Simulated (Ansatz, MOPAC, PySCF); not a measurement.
Complex: N2 (SMILES N#N) (first 2 atoms) with GeH4 (SMILES [GeH4]); geometry from B3LYP-D3(BJ)/def2-TZVP, rigid monomers moved along the line of their centres of mass till N1···Ge3 is 4.14 Å.
(charge 0, multiplicity 1):
```csv
atom,x (Å),y (Å),z (Å)
N,-0.4404,0.5123,0.1420
N,-0.1151,1.1897,-0.6487
Ge,0.1617,-0.5002,4.1145
H,1.3861,0.1079,3.4145
H,0.4952,-0.7532,5.5931
H,-0.2093,-1.8274,3.4383
H,-1.0196,0.4757,4.0172
```

Counterpoise-corrected where a basis set is named; no monomer relaxation. Rows marked so take none.

Rows in 6-31G* carry no dispersion term and start afresh at each structure (6-31G* with six Cartesian d functions); the Pople sets are all-electron and without relativity. MP2/6-31G* freezes PySCF's default core, which leaves 3d correlated. The state reached by PM3 isn't checked.

Programs: Ansatz (an electronic-structure program) with Gaussian orbitals; MOPAC for PM3 (differences of heats of formation); PySCF for 6-31G* rows, the dispersion terms. 

Task: One of these levels gives -0.73 kcal/mol for the interaction energy. Which?
A) r2SCAN-D3(BJ)/def2-TZVPPD
B) PM3
C) MP2/6-31G* (no counterpoise)

Result: C, MP2/6-31G* (no counterpoise). The others give 0.51 (PM3), -0.38 (r2SCAN-D3(BJ)/def2-TZVPPD)
